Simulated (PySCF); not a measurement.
CH$_{3}$BeClO (SMILES C[O][Be][Cl]), singlet, at a GFN2-xTB geometry (such geometries of metal compounds can be far from the true shape); CASSCF(10,8)/def2-SVP (PySCF).

PySCF was given this input:
```python
from pyscf import gto, scf, mcscf
import numpy

mol = gto.M(
    atom='''
Be    0.09461496    0.08281964    0.12313652
Cl    1.10104175    0.39642801    1.56272782
O    -0.67498241   -0.21753375   -0.96385064
C    -1.45205587   -0.56095663   -2.05222714
H    -1.50705298    0.27670575   -2.75327821
H    -1.01449723   -1.42470843   -2.56092135
H    -2.46242474   -0.81654225   -1.72055147
''',
    basis='def2-svp',
    verbose=4,
)

mf = scf.RHF(mol)
mf.kernel()
mc = mcscf.CASSCF(mf, 8, 10)
mc.fix_spin_(ss=0.0)
mc.kernel()
occ = numpy.linalg.eigvalsh(mc.fcisolver.make_rdm1(mc.ci, mc.ncas, mc.nelecas))[::-1]
ss = mc.fcisolver.spin_square(mc.ci, mc.ncas, mc.nelecas)[0]
print('natural occupations', occ.round(4), ' <S^2>', round(ss, 4))
```

Output, abridged:

```
PySCF version 2.14.0

[INPUT] verbose = 4
[INPUT] num. atoms = 7
[INPUT] num. electrons = 38
[INPUT] charge = 0
[INPUT] spin (= nelec alpha-beta = 2S) = 0
[INPUT] symmetry False subgroup None
[INPUT] Mole.unit = angstrom
[INPUT] Symbol           X                Y                Z      unit          X                Y                Z       unit  Magmom
[...]
nuclear repulsion = 113.544201588203
number of shells = 34
number of NR pGTOs = 124
number of NR cGTOs = 70
basis = def2-svp
ecp = {}

******** <class 'pyscf.scf.hf.RHF'> ********
method = RHF
initial guess = minao
damping factor = 0
level_shift factor = 0
DIIS = <class 'pyscf.scf.diis.CDIIS'>
diis_start_cycle = 1
diis_space = 8
diis_damp = 0
SCF conv_tol = 1e-09
SCF conv_tol_grad = None
SCF max_cycles = 50
direct_scf = True
direct_scf_tol = 1e-13
Set gradient conv threshold to 3.16228e-05
Initial guess from minao.
init E= -588.900974546305
[...]
cycle= 1 E= -588.413193241565  delta_E= 0.488  |g|= 0.559  |ddm|= 2.61
[...]
cycle= 2 E= -588.470302222751  delta_E= -0.0571  |g|= 0.326  |ddm|= 0.635
[...]
cycle= 3 E= -588.48985107217  delta_E= -0.0195  |g|= 0.0496  |ddm|= 0.218
[...]
cycle= 4 E= -588.490671282734  delta_E= -0.00082  |g|= 0.0126  |ddm|= 0.0718
[...]
cycle= 5 E= -588.490726286305  delta_E= -5.5e-05  |g|= 0.00237  |ddm|= 0.0169
[...]
cycle= 6 E= -588.490730041952  delta_E= -3.76e-06  |g|= 0.000589  |ddm|= 0.00526
[...]
cycle= 7 E= -588.49073020088  delta_E= -1.59e-07  |g|= 0.000148  |ddm|= 0.000959
[...]
cycle= 8 E= -588.490730214176  delta_E= -1.33e-08  |g|= 3.16e-05  |ddm|= 0.000281
[...]
cycle= 9 E= -588.490730214775  delta_E= -5.99e-10  |g|= 8.81e-06  |ddm|= 7.1e-05
[...]
Extra cycle  E= -588.490730214806  delta_E= -3.09e-11  |g|= 3.35e-06  |ddm|= 1.52e-05
converged SCF energy = -588.490730214806

******** <class 'pyscf.mcscf.mc1step.CASSCF'> ********
CAS (5e+5e, 8o), ncore = 14, nvir = 48
max_cycle_macro = 50
max_cycle_micro = 4
conv_tol = 1e-07
conv_tol_grad = None
orbital rotation max_stepsize = 0.02
orbital rotation threshold for CI restart = 0.01
augmented hessian ah_max_cycle = 30
augmented hessian ah_conv_tol = 1e-12
augmented hessian ah_linear dependence = 1e-14
augmented hessian ah_level shift = 1e-08
augmented hessian ah_start_tol = 2.5
augmented hessian ah_start_cycle = 3
augmented hessian ah_grad_trust_region = 3
kf_trust_region = 3
kf_interval = 4
ci_response_space = 4
ci_grad_trust_region = 3
with_dep4 0
natorb = False
canonicalization = True
sorting_mo_energy = False
ao2mo_level = 2
internal_rotation = False
******** <class 'pyscf.fci.addons.SpinPenaltyFCISolver'> ********
max. cycles = 50
conv_tol = 1e-08
davidson only = True
linear dependence = 1e-12
level shift = 0.001
max iter space = 12
nroots = 1
pspace_size = 400
spin = None
CASCI E = -588.493510573278  S^2 = 0.0000000
Set conv_tol_grad to 0.000316228
macro iter   1 ( 21 JK    4 micro), CASSCF E = -588.506494666431  dE = -1.29840932e-02  S^2 = 0.0000000
               |grad[o]|=0.00885  |grad[c]|= 0.03  |ddm|=0.102  |maxRot[o]|=0.247
macro iter   2 ( 21 JK    4 micro), CASSCF E = -588.524665635870  dE = -1.81709694e-02  S^2 = 0.0000000
               |grad[o]|=0.0257  |grad[c]|=0.0156  |ddm|=0.074  |maxRot[o]|=0.182
macro iter   3 ( 21 JK    4 micro), CASSCF E = -588.539021936327  dE = -1.43563005e-02  S^2 = 0.0000000
               |grad[o]|=0.0275  |grad[c]|=0.0562  |ddm|=0.0467  |maxRot[o]|=0.247
macro iter   4 ( 21 JK    4 micro), CASSCF E = -588.561455738954  dE = -2.24338026e-02  S^2 = 0.0000000
               |grad[o]|=0.025  |grad[c]|=0.0286  |ddm|=0.0339  |maxRot[o]|=0.276
macro iter   5 ( 17 JK    4 micro), CASSCF E = -588.573586933107  dE = -1.21311942e-02  S^2 = 0.0000000
               |grad[o]|=0.0283  |grad[c]|=0.0438  |ddm|=0.0056  |maxRot[o]|=0.158
macro iter   6 ( 12 JK    3 micro), CASSCF E = -588.575847564392  dE = -2.26063129e-03  S^2 = 0.0000000
               |grad[o]|=0.0176  |grad[c]|=0.00111  |ddm|=0.00291  |maxRot[o]|=0.0874
macro iter   7 ( 12 JK    3 micro), CASSCF E = -588.576341843937  dE = -4.94279545e-04  S^2 = 0.0000000
               |grad[o]|=0.00967  |grad[c]|=0.029  |ddm|=0.00454  |maxRot[o]|=0.105
macro iter   8 (  7 JK    2 micro), CASSCF E = -588.576385084887  dE = -4.32409504e-05  S^2 = 0.0000000
               |grad[o]|=0.0078  |grad[c]|=0.0313  |ddm|=0.000859  |maxRot[o]|=0.0698
macro iter   9 (  7 JK    2 micro), CASSCF E = -588.576442098782  dE = -5.70138945e-05  S^2 = 0.0000000
               |grad[o]|=0.00523  |grad[c]|=0.0337  |ddm|=0.000586  |maxRot[o]|=0.0698
macro iter  10 (  7 JK    2 micro), CASSCF E = -588.576504910884  dE = -6.28121015e-05  S^2 = 0.0000000
               |grad[o]|=0.00426  |grad[c]|=0.0291  |ddm|=0.0004  |maxRot[o]|=0.0697
macro iter  11 (  7 JK    2 micro), CASSCF E = -588.576576138502  dE = -7.12276183e-05  S^2 = 0.0000000
               |grad[o]|=0.00372  |grad[c]|=0.0142  |ddm|=0.000236  |maxRot[o]|=0.0697
macro iter  12 (  7 JK    2 micro), CASSCF E = -588.576643462597  dE = -6.73240957e-05  S^2 = 0.0000000
               |grad[o]|=0.00321  |grad[c]|=0.00159  |ddm|=0.000188  |maxRot[o]|=0.0694
macro iter  13 (  7 JK    2 micro), CASSCF E = -588.576702479506  dE = -5.90169089e-05  S^2 = 0.0000000
               |grad[o]|=0.00284  |grad[c]|=0.00696  |ddm|=0.00012  |maxRot[o]|=0.0697
macro iter  14 (  7 JK    2 micro), CASSCF E = -588.576753063088  dE = -5.05835816e-05  S^2 = 0.0000000
               |grad[o]|=0.00245  |grad[c]|=0.00208  |ddm|=0.000213  |maxRot[o]|=0.0697
macro iter  15 (  7 JK    2 micro), CASSCF E = -588.576801006330  dE = -4.79432425e-05  S^2 = 0.0000000
               |grad[o]|=0.00217  |grad[c]|=0.0117  |ddm|=0.000425  |maxRot[o]|=0.0697
macro iter  16 (  7 JK    2 micro), CASSCF E = -588.576853311352  dE = -5.23050215e-05  S^2 = 0.0000000
               |grad[o]|=0.00179  |grad[c]|=0.0208  |ddm|=0.000767  |maxRot[o]|=0.0698
macro iter  17 (  7 JK    2 micro), CASSCF E = -588.576935508397  dE = -8.21970451e-05  S^2 = 0.0000000
[...]
macro iter  22 ( 17 JK    4 micro), CASSCF E = -588.577209028698  dE =  5.00481332e-05  S^2 = 0.0000000
               |grad[o]|=0.00086  |grad[c]|=0.0219  |ddm|=0.00187  |maxRot[o]|=0.0948
macro iter  23 ( 21 JK    4 micro), CASSCF E = -588.577227930732  dE = -1.89020337e-05  S^2 = 0.0000000
               |grad[o]|=0.00591  |grad[c]|=0.00107  |ddm|=0.00015  |maxRot[o]|=0.0124
macro iter  24 (  7 JK    2 micro), CASSCF E = -588.577236608214  dE = -8.67748190e-06  S^2 = 0.0000000
               |grad[o]|=0.0039  |grad[c]|=0.000522  |ddm|=0.000128  |maxRot[o]|=0.0383
macro iter  25 (  7 JK    2 micro), CASSCF E = -588.577248239689  dE = -1.16314750e-05  S^2 = 0.0000000
               |grad[o]|=0.00309  |grad[c]|=0.00211  |ddm|=0.000193  |maxRot[o]|=0.0518
macro iter  26 (  7 JK    2 micro), CASSCF E = -588.577260316066  dE = -1.20763773e-05  S^2 = 0.0000000
               |grad[o]|=0.00227  |grad[c]|=0.00508  |ddm|=0.000359  |maxRot[o]|=0.0601
macro iter  27 (  7 JK    2 micro), CASSCF E = -588.577269988870  dE = -9.67280391e-06  S^2 = 0.0000000
               |grad[o]|=0.00139  |grad[c]|=0.00868  |ddm|=0.000511  |maxRot[o]|=0.0648
macro iter  28 (  7 JK    2 micro), CASSCF E = -588.577274686923  dE = -4.69805298e-06  S^2 = 0.0000000
               |grad[o]|=0.000702  |grad[c]|=0.0063  |ddm|=0.000253  |maxRot[o]|=0.0488
macro iter  29 ( 12 JK    3 micro), CASSCF E = -588.577268191846  dE =  6.49507706e-06  S^2 = 0.0000000
               |grad[o]|=0.000749  |grad[c]|=0.0244  |ddm|=0.00154  |maxRot[o]|=0.0952
macro iter  30 (  7 JK    2 micro), CASSCF E = -588.577272398973  dE = -4.20712706e-06  S^2 = 0.0000000
               |grad[o]|=0.000903  |grad[c]|=0.000918  |ddm|=4.48e-05  |maxRot[o]|=0.0206
macro iter  31 (  7 JK    2 micro), CASSCF E = -588.577277562856  dE = -5.16388332e-06  S^2 = 0.0000000
               |grad[o]|=0.000731  |grad[c]|=0.00326  |ddm|=0.000176  |maxRot[o]|=0.038
macro iter  32 ( 12 JK    3 micro), CASSCF E = -588.577273711574  dE =  3.85128260e-06  S^2 = 0.0000000
               |grad[o]|=0.000467  |grad[c]|=0.00351  |ddm|=0.000285  |maxRot[o]|=0.0373
macro iter  33 ( 21 JK    4 micro), CASSCF E = -588.577278419504  dE = -4.70793066e-06  S^2 = 0.0000000
               |grad[o]|=0.00111  |grad[c]|=0.000883  |ddm|=7.27e-05  |maxRot[o]|=0.0115
macro iter  34 (  7 JK    2 micro), CASSCF E = -588.577279167136  dE = -7.47631475e-07  S^2 = 0.0000000
               |grad[o]|=0.000677  |grad[c]|=0.00142  |ddm|=9.52e-05  |maxRot[o]|=0.0251
macro iter  35 ( 22 JK    4 micro), CASSCF E = -588.577255545513  dE =  2.36216223e-05  S^2 = 0.0000000
               |grad[o]|=0.000242  |grad[c]|=0.00557  |ddm|=0.000176  |maxRot[o]|=0.0929
macro iter  36 ( 21 JK    4 micro), CASSCF E = -588.577258999861  dE = -3.45434785e-06  S^2 = 0.0000000
               |grad[o]|=0.00404  |grad[c]|=0.000513  |ddm|=5.66e-05  |maxRot[o]|=0.00313
macro iter  37 (  7 JK    2 micro), CASSCF E = -588.577263885368  dE = -4.88550666e-06  S^2 = 0.0000000
               |grad[o]|=0.00279  |grad[c]|=0.00166  |ddm|=0.000132  |maxRot[o]|=0.0317
macro iter  38 (  7 JK    2 micro), CASSCF E = -588.577270260218  dE = -6.37485005e-06  S^2 = 0.0000000
               |grad[o]|=0.00218  |grad[c]|=0.00434  |ddm|=0.000308  |maxRot[o]|=0.0471
macro iter  39 (  7 JK    2 micro), CASSCF E = -588.577275602530  dE = -5.34231185e-06  S^2 = 0.0000000
               |grad[o]|=0.00142  |grad[c]|=0.00784  |ddm|=0.000509  |maxRot[o]|=0.0574
macro iter  40 (  7 JK    2 micro), CASSCF E = -588.577277018659  dE = -1.41612918e-06  S^2 = 0.0000000
               |grad[o]|=0.000415  |grad[c]|=0.0028  |ddm|=0.000174  |maxRot[o]|=0.0315
macro iter  41 (  4 JK    1 micro), CASSCF E = -588.577277517224  dE = -4.98565100e-07  S^2 = 0.0000000
               |grad[o]|=0.000409  |grad[c]|=0.000443  |ddm|=0.000108  |maxRot[o]|=0.00421
macro iter  42 (  9 JK    2 micro), CASSCF E = -588.577274665938  dE =  2.85128635e-06  S^2 = 0.0000000
               |grad[o]|=0.00122  |grad[c]|=0.000681  |ddm|=0.000129  |maxRot[o]|=0.0102
macro iter  43 ( 21 JK    4 micro), CASSCF E = -588.577260682739  dE =  1.39831989e-05  S^2 = 0.0000000
               |grad[o]|=0.00297  |grad[c]|=0.000286  |ddm|=0.000243  |maxRot[o]|=0.0274
macro iter  44 ( 25 JK    4 micro), CASSCF E = -588.577262937734  dE = -2.25499502e-06  S^2 = 0.0000000
               |grad[o]|=0.000925  |grad[c]|=0.000324  |ddm|=3.03e-05  |maxRot[o]|=0.00322
macro iter  45 ( 21 JK    4 micro), CASSCF E = -588.577263373448  dE = -4.35713901e-07  S^2 = 0.0000000
               |grad[o]|=0.000615  |grad[c]|=0.00156  |ddm|=7.57e-05  |maxRot[o]|=0.000753
macro iter  46 (  7 JK    2 micro), CASSCF E = -588.577268767407  dE = -5.39395944e-06  S^2 = 0.0000000
               |grad[o]|=0.000445  |grad[c]|=0.00385  |ddm|=0.000286  |maxRot[o]|=0.0381
macro iter  47 (  7 JK    2 micro), CASSCF E = -588.577274616921  dE = -5.84951351e-06  S^2 = 0.0000000
               |grad[o]|=0.000326  |grad[c]|=0.00718  |ddm|=0.000513  |maxRot[o]|=0.0516
macro iter  48 (  7 JK    2 micro), CASSCF E = -588.577278404749  dE = -3.78782818e-06  S^2 = 0.0000000
               |grad[o]|=0.000242  |grad[c]|=0.00946  |ddm|=0.000629  |maxRot[o]|= 0.06
macro iter  49 (  7 JK    2 micro), CASSCF E = -588.577278998373  dE = -5.93624463e-07  S^2 = 0.0000000
               |grad[o]|=0.000346  |grad[c]|=0.00123  |ddm|=7.21e-05  |maxRot[o]|=0.0226
macro iter  50 (  5 JK    1 micro), CASSCF E = -588.577279342297  dE = -3.43923716e-07  S^2 = 0.0000000
               |grad[o]|=0.00026  |grad[c]|=0.00034  |ddm|=9.32e-05  |maxRot[o]|=0.00481
1-step CASSCF not converged,  50 macro (545 JK 127 micro) steps
CASSCF canonicalization
Density matrix diagonal elements [1.98470591 1.98828562 1.98933246 1.98737795 1.98804096 0.01750603
 0.022386   0.02236507]
CASSCF energy = -588.577279342297
CASCI E = -588.577279342297  E(CI) = -28.8401552312739  S^2 = 0.0000000
natural occupations [2.     1.9996 1.983  1.9784 1.9783 0.0217 0.0217 0.0174]  <S^2> 0.0
```

Convergence was not reached.
